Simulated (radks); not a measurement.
The numbers below are computed, except where a source is named.
The tellurium anion Te2-, [Xe], held by a Watson sphere: a shell of charge +2 at radius R that stands for the Madelung well of a crystal (potential energy -2/R inside, -2/r outside, in hartree with lengths in bohr). Code: a radial shooting solver on a logarithmic mesh with Libxc functionals. Model: scalar-relativistic Kohn-Sham, LDA (Slater exchange, Perdew-Wang correlation), spin-unpolarised, spherical densities, finite nucleus; Fermi nuclear charge, rms radius of each element as measured or else 0.836 A^(1/3) + 0.57 fm. Response by self-consistent Sternheimer equations with the Hartree and adiabatic LDA kernel, the relativistic mass of each level held fixed and spin-orbit coupling left out. The sphere does not respond.

R (bohr)  e(4d) (eV)  e(5s) (eV)  e(5p) (eV)  <r> 5p (bohr)  sum of <r^2> (bohr^2)  X-ray form factor at sin(theta)/lambda = 0.1 1/angstrom  alpha (bohr^3)
2.53         -40.895     -16.321      -7.368          2.633                  77.20                                                   49.304           43.54
2.56         -40.831     -16.250      -7.328          2.641                  77.52                                                   49.290           44.12
3.63         -39.387     -14.138      -5.781          2.902                  88.86                                                   48.886           72.60
4.19         -38.840     -13.316      -5.017          3.014                  94.31                                                   48.737           93.91
4.37         -38.675     -13.084      -4.789          3.047                  95.99                                                   48.698           101.8
5.19         -37.982     -12.184      -3.864          3.179                  103.3                                                   48.558           145.2
